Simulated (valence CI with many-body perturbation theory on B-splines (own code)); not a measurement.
# Forbidden lines of Mo¹⁰⁺

Method: valence CI with perturbative core correlation (CI+MBPT): four valence electrons over a frozen Dirac-Fock core [Ar] 3d10, a basis of 11 s, 11 p, 10 d, 8 f, 5 g, 2 h functions for each j, with the one-electron correlation potential Σ1 (screened to all orders), the two-electron term Σ2, the three-electron term Σ3, Breit, model QED; selected single and double excitations, second order for the rest, scaled by the run's own slope (own B-spline code, finite nucleus).

No measured levels were compared; by estimate levels hold to about 250 cm⁻¹ or 0.2 % of their energy and the worst to 1 %, as in measured heavy ions of charge 2 to 7; those with d or f electrons hold less well. Among the levels kept, up to 780 cm⁻¹ of a level comes from second order outside the variational space, and about a tenth of that is noise between levels of different J, which matters for small intervals.

Lines 1 to 13 of 13 in falling wavelength, among levels below 119.76 eV, chosen from the decays that carry over 1 % of a level's rate. Wavelengths and rates use the calculated energies, so an error of 600 cm⁻¹ moves a line at 361.8 nm by 2.2 % and its rate by three times that or more. Electric multipoles are in the length gauge, E1 and E2 with the static RPA response of the core. S is in atomic units (e²a₀⁴ for E2 and M2, e²a₀⁶ for E3), for M1 in squared Bohr magnetons. Weak lines are less certain than strong ones. Lines between different terms over intervals too small for the method are left out, as are lines whose strength nearly cancels.

Names give the largest LS component (configuration and term), which can be under half, so a name can repeat, a term be missing and a line seem to break the LS rules; names also repeat where a configuration has a term twice.

```tsv
λ vac (nm)	Upper	Lower	Type	A (s⁻¹)	S (a.u.)
1047	4s2 4p2 3P_2	4s2 4p2 3P_1	M1	8.15e+00	1.73e+00
599.4	4s2 4p 4d 3F°_4	4s2 4p 4d 3F°_3	M1	9.07e+01	6.52e+00
567.9	4s2 4p2 3P_1	4s2 4p2 3P_0	M1	8.86e+01	1.81e+00
368.2	4s2 4p2 3P_2	4s2 4p2 3P_0	E2	2.59e-01	7.83e-01
361.8	4s2 4p2 1D_2	4s2 4p2 3P_2	M1	1.83e+02	1.61e+00
268.9	4s2 4p2 1D_2	4s2 4p2 3P_1	M1	2.15e+02	7.76e-01
172.8	4s2 4p2 1S_0	4s2 4p2 3P_2	E2	2.54e+01	3.50e-01
148.3	4s2 4p2 1S_0	4s2 4p2 3P_1	M1	1.67e+03	2.02e-01
83.38	4s2 4p 4d 3F°_4	4s 4p3 3P°_2	E2	5.21e+01	1.69e-01
66.20	4s2 4p 4d 3F°_4	4s 4p3 3D°_3	M1	1.34e+01	1.30e-03
63.27	4s2 4p 4d 3F°_4	4s 4p3 3D°_2	E2	4.78e+01	3.89e-02
47.97	4s2 4p 4d 3F°_4	4s 4p3 5S°_2	E2	3.82e+01	7.79e-03
28.21	4s2 4p 4d 3F°_4	4s2 4p2 1D_2	M2	6.16e+01	8.84e-04
```
